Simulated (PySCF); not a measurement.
# Adding and removing an electron: LiSb

r²SCAN; basis Li def2-SVP, Sb def2-SVP with ECP28; scalar-relativistic core potentials; PySCF 2.14. Neutral (UKS): triplet (π ↑↑), Re = 2.632 Å, ωe = 390 cm⁻¹, De = 1.57 eV, HOMO -3.86 eV, LUMO -2.35 eV.

LiSb⁺ (UKS): quartet (σ ↑, π ↑↑), Re = 3.008 Å, ωe = 188 cm⁻¹, De = 0.39 eV to Li⁺ + Sb. The energies at the minima are -247.83462 hartree for LiSb and -247.59699 for LiSb⁺.

Task: Work out the adiabatic ionisation energy, without and with harmonic zero-point energies (1 hartree = 27.2114 eV, 1 eV = 8065.5 cm⁻¹), and the change of the bond length.

Result: At r²SCAN: 0.23763 hartree = 6.466 eV between the minima; the zero-point term (188.0 − 390.0)/2 cm⁻¹ = -0.013 eV makes it 6.454 eV. Re changes by +37.6 pm against the neutral. The electron leaves a σ orbital, and the ion is left as a loose complex of an ion and an atom.

Weak bonds: LiSb⁺. Basis-set superposition, not corrected here, can be much of De in a small basis, most of all at correlated wavefunction levels. Spin–orbit coupling is left out, which matters for elements this heavy, above all for dissociation energies. For an ion De counts to the pair picked by the measured ionisation energies or electron affinities, which need not be the lowest pair at this level. States were picked by a PBE0 search and need not be the measured ground states.
